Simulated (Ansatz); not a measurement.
Consider the formal exchange of groups at the Si–H bond: `CC[SiH2]N` + `C=CC(C)C` → `C=C[SiH](N)CC` + `CCC`.

Computed with Ansatz on PBE0-D4/def2-TZVP structures; ΔE is electronic, products minus reactants. CCSD(T)/CBS is the MP2 limit (def2-TZVPP, def2-QZVPP) plus CCSD(T) − MP2 in def2-TZVPP, frozen cores. One conformer a species, not always the lowest.

```json
{"level": "CCSD/def2-TZVPP", "ΔE (eV)": "-0.32"}
{"level": "HF/def2-QZVPP", "ΔE (eV)": "-0.34"}
{"level": "SCS-MP2/def2-QZVPP", "ΔE (eV)": "-0.32"}
{"level": "HF/CBS(def2)", "ΔE (eV)": "-0.34"}
```

Question: What does CCSD(T)/CBS give? (Best estimate.)

Answer: Computed: -0.33 eV. The listed levels differ from it by 0.01, -0.01, 0.01, -0.01 eV.

Largest T1 diagnostic among the species: 0.010.
